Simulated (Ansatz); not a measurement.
Potential energy curve for SMILES F[SiH2]F (H₂F₂Si). The Si1–F5 bond (Si1 also carries F, H, H; F5 carries nothing else) is varied alone, starting from the PBE0/def2-TZVP optimised geometry.

Method: CCSD(T) on UHF/cc-pVTZ, frozen core in Ansatz (an electronic-structure program).

Relative to R = 1.59 Å, what are the energies at R = 1.99, 2.88, 3.14, 4.26 Å?

142.4 kJ/mol at 1.99 Å, 533.7 kJ/mol at 2.88 Å, 598.9 kJ/mol at 3.14 Å, 655.9 kJ/mol at 4.26 Å.

The unrestricted determinant behind UCCSD(T) is spin-contaminated at 2.66 to 5.63 Å (<S²> up to 1.0, against 0.00 for a pure singlet).
